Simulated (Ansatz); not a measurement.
Relaxation of ClF2H6N2OTa (13 atoms, charge 0, multiplicity 1), to a largest force component of 0.03 eV/Å in at most 50 steps.

All numbers below come from RKS PBE/def2-SVP (Ansatz 0.2.0).

```xyz
13
Properties=species:S:1:pos:R:3
Ta -0.088 -0.089 -0.058
O 1.892 -0.186 0.057
H 2.329 -0.527 0.859
F -0.104 -0.116 1.854
F -0.048 -0.307 -1.949
Cl -1.636 1.684 -0.078
N -1.014 -1.814 0.060
H -1.225 -2.279 0.951
H -1.203 -2.422 -0.744
N 1.602 2.585 -1.186
H 1.261 2.076 -2.011
H 0.793 2.937 -0.661
H 2.133 1.913 -0.594
```

Question: Where does it end, and by what steps?

Answer: It converged. After 26 steps the energy has fallen by 0.792 eV; N10 moved furthest, 0.73 Å. Joined: Ta1–N10 (3.36 → 2.41 Å).

```tsv
step	energy less start (eV)	largest force component (eV/Å)	accepted
0	0.0000	1.063	yes
1	-0.0277	0.402	yes
2	-0.0324	0.394	yes
3	-0.0472	0.313	yes
4	-0.0512	0.301	yes
5	-0.0538	0.239	yes
6	-0.0571	0.190	yes
7	-0.0593	0.242	yes
8	-0.0616	0.173	yes
9	-0.0648	0.197	yes
10	-0.0696	0.325	yes
11	-0.1060	1.365	yes
12	-0.3495	1.307	yes
13	-0.5655	1.739	yes
14	-0.7295	0.876	yes
15	-0.7376	0.761	yes
16	-0.6434	1.126	no
17	-0.7800	0.207	yes
18	-0.7824	0.206	yes
19	-0.7776	0.374	no
20	-0.7891	0.070	yes
21	-0.7900	0.058	yes
22	-0.7911	0.067	yes
23	-0.7915	0.057	yes
24	-0.7917	0.059	yes
25	-0.7919	0.045	yes
26	-0.7919	0.016	yes
```

```xyz
13
Properties=species:S:1:pos:R:3
Ta 0.038 0.101 -0.073
O 1.953 -0.172 0.221
H 2.239 -0.957 0.725
F -0.198 0.151 1.830
F 0.053 -0.294 -1.956
Cl -1.735 1.713 -0.242
N -0.788 -1.696 0.042
H -1.139 -2.108 0.913
H -0.980 -2.295 -0.767
N 1.175 2.042 -0.936
H 0.964 2.142 -1.938
H 0.920 2.931 -0.485
H 2.190 1.897 -0.835
```

Whether the end is a true minimum wasn't checked by a vibrational analysis.

Time of the run: 25 s on 4 threads of AMD EPYC 9R45 96-Core Processor (Zen 5), with other jobs on the host, peak memory 0.25 GiB.
